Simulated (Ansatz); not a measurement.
C3H7FSn, SMILES `C=[CH][SnH]([CH3])[F]`. Total charge 0; spin multiplicity 1. Sn takes the def2 core potential.

| atom | x (Å) | y (Å) | z (Å) |
| --- | --- | --- | --- |
| C1 | 0.4980 | -1.9797 | 0.4483 |
| C2 | 0.1533 | -0.9987 | 1.2745 |
| Sn3 | -0.1954 | 0.9697 | 0.5782 |
| C4 | -0.1138 | 1.1072 | -1.5416 |
| F5 | -2.0384 | 1.3527 | 1.0293 |
| H6 | 0.6800 | -2.9920 | 0.8016 |
| H7 | 0.6130 | -1.8284 | -0.6219 |
| H8 | 0.0504 | -1.2106 | 2.3357 |
| H9 | 0.6694 | 2.1763 | 1.4237 |
| H10 | -0.7513 | 0.3400 | -1.9808 |
| H11 | -0.4737 | 2.0885 | -1.8498 |
| H12 | 0.9086 | 0.9751 | -1.8972 |

**Question.** What are the harmonic wavenumbers in cm⁻¹ at PBE0-D4/def2-TZVP (Ansatz, finite differences of forces, unscaled)? (Estimate.)

**Answer.** Ansatz gave: 58, 68, 104, 146, 154, 270, 459, 527, 550, 562, 587, 608, 760, 780, 999, 1007, 1042, 1228, 1273, 1438, 1450, 1453, 1664, 1942, 3070, 3123, 3162, 3165, 3172, 3203.

**Question.** Is this a minimum?

**Answer.** Yes, all 30 modes are real.

**Question.** Give the ideal-gas thermochemistry at 298.15 K and 1 bar (rigid rotor, harmonic oscillator; point group C1, symmetry number 1).

**Answer.** Zero-point energy 227.4 kJ/mol; H(298) − E = 252.0 kJ/mol; entropy 386.0 J/(mol·K), of which translation 173.7, rotation 115.1, vibration 97.2; G(298) − E = 136.9 kJ/mol. Modes under 100 cm⁻¹ are hindered rotations or soft bends, so the harmonic entropy is rough.
